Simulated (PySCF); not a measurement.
## Electron correlation in Kr (krypton, neutral)

[Kr], closed-shell 1S. Computed with PySCF 2.14 in aug-cc-pVDZ-PP with ECP10MDF (5s4p3d, 32 functions), with a scalar-relativistic core potential. Frozen: 3s2 3p6 3d10; 8 electrons correlated.

MP2 pair energies summed by pair of shells (mhartree):

```tsv
pair	energy	share (%)
4p-4p	-102.68	81.1
4s-4p	-18.82	14.9
4s-4s	-5.15	4.1
```

Total MP2 correlation energy: -126.64 mhartree.

Same-spin part -35.01 and opposite-spin part -91.63 mhartree; SCS-MP2 scales them by 1/3 and 6/5 to -121.63 mhartree.

```csv
level,correlation energy (mhartree)
CCSD,-136.97
(T),-2.01
CCSD(T),-138.98
```

Diagnostics: T1 = 0.0046, D1 = 0.0071, largest double amplitude 0.036.

**Question.** Is a single reference adequate?

**Answer.** Yes, within this model without spin-orbit coupling: T1 lies below 0.03 and no double amplitude reaches 0.07.
